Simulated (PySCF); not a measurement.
**Radial density of Fe²⁺ (iron, charge +2)**

UHF, [Ar] 3d5 4s1, high-spin 7S determinant (an excited configuration). All numbers are calculated (PySCF 2.14, the spin-free X2C one-electron Hamiltonian (Gaussian nucleus), in aug-cc-pwCVTZ-DK (10s9p7d4f3g, 127 functions)).

```tsv
r (bohr)	4πr²ρ (e/bohr)	4πr²(ρα − ρβ)
0.00104	0.2283	0.0001
0.00175	0.5759	0.0003
0.00294	1.422	0.0008
0.00494	3.388	0.0019
0.00830	7.594	0.0042
0.0140	15.28	0.0081
0.0235	25.52	0.0118
0.0395	31.43	0.0082
0.0665	26.64	-0.0042
0.112	26.22	0.0376
0.188	35.04	0.3796
0.316	19.76	1.7665
0.532	14.29	4.5193
0.895	13.71	4.4749
1.51	3.175	1.8073
2.53	0.6135	0.5953
4.26	0.05559	0.0556
7.16	0.0003372	0.0003
```

Densities and radii are taken from the X2C orbitals without a picture-change correction, which distorts them close to the nucleus.

Question: Where is the radial spin density 4πr²(ρα − ρβ) most negative, and why is it negative at all?

Answer: Around r = 0.0665 bohr, down to -0.0042 e/bohr: exchange with the open shell polarises the paired shells in an unrestricted calculation.
